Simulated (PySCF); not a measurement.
PySCF job for Al(Me)(OSiH3) (CH6AlOSi), SMILES [CH3][Al+][O][SiH3], charge +1, PBE/pcSseg-1. Geometry: PBE0-D3(BJ)/def2-SVP. The spin state was assumed, not searched. The isomer is the one that the SMILES or the coordinates give; other isomers of the formula were not compared. One conformer was computed; it need not be the lowest.

```python
import numpy as np
from pyscf import gto, scf, dft
from pyscf.prop.nmr import rks as nmr

mol = gto.M(
    atom='''
    Al   -0.00000000    0.00000000    1.12558352
    C    -0.00000000   -0.00000000    3.02950901
    H     1.03740145    0.00379068    3.40046098
    H    -0.51541789   -0.90031136    3.40046099
    H    -0.52198356    0.89652066    3.40046099
    O     0.00000001    0.00000000   -0.50282024
    Si   -0.00000000   -0.00000000   -2.22080420
    H     0.39171043   -1.37050387   -2.63240069
    H     0.99103595    1.02448312   -2.63240069
    H    -1.38274638    0.34602075   -2.63240069
    ''',
    basis='pcSseg-1',
    charge=1,
    spin=0,
    max_memory=1600,
    verbose=3,
)
mf = dft.RKS(mol, xc='pbe')
mf.grids.level = 3
mf.conv_tol = 1e-10
mf.max_cycle = 100
mf.kernel()
n = nmr.NMR(mf)
n.verbose = 2
n.max_cycle_cphf = 60
sigma = n.kernel()
print('atom   isotropic/ppm   span/ppm')
for i, s in enumerate(sigma):
    w = np.linalg.eigvalsh((s + s.T) / 2)
    print(f'{mol.atom_symbol(i):2s}{i + 1:3d} {w.mean():14.3f} {w[2] - w[0]:11.3f}')
```

It prints:

```
converged SCF energy = -648.215168949062
atom   isotropic/ppm   span/ppm
Al  1        421.344     529.505
C   2        194.486      13.413
H   3         29.617      13.589
H   4         29.617      13.589
H   5         29.617      13.589
O   6        252.429     186.379
Si  7        330.930     142.393
H   8         25.486       7.716
H   9         25.486       7.716
H  10         25.486       7.716
```

The run converged.
